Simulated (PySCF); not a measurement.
**C₆ coefficients of unlike pairs at UHF**

Calculated with PySCF 2.14 from the dipole response of each species, C₆(A,B) = (3/π) ∫ α_A(iu) α_B(iu) du, in atomic units, from isotropic polarisabilities. For ions this is the dispersion term alone; charge-induced terms of lower order in 1/R come first.

| species | configuration | basis | relativity | α (bohr³) | C₆ (like pair) |
| --- | --- | --- | --- | --- | --- |
| Tl | [Xe] 4f14 5d10 6s2 6p1 (2P) | aug-cc-pVTZ-PP with ECP60MDF (6s5p4d2f) | core potential | 77.26 | 833.3 |
| I⁺ | [Kr] 4d10 5s2 5p4 (3P) | aug-cc-pVQZ-PP with ECP28MDF (7s7p5d3f2g) | core potential | 20.10 | 171.8 |
| Br | [Ar] 3d10 4s2 4p5 (2P) | aug-cc-pVTZ-DK (7s6p4d2f) | spin-free X2C | 20.03 | 159.9 |
| Ne⁺ | [He] 2s2 2p5 (2P) | aug-cc-pV5Z (7s6p5d4f3g2h) | none | 1.241 | 2.130 |

(1) Estimate C₆ for Ne⁺ with I⁺.

No spin-orbit coupling is included.

The other pairs:

| pair | C₆ |
| --- | --- |
| I⁺, Tl | 347.4 |
| Ne⁺, Tl | 29.00 |
| Br, Tl | 338.4 |
| Br, I⁺ | 165.5 |
| Ne⁺, Br | 15.62 |

Answers

(1) The integral gives 16.60. The combination rule 2 C_A C_B / (C_A α_B/α_A + C_B α_A/α_B) gives 16.22 and the geometric mean 19.13.
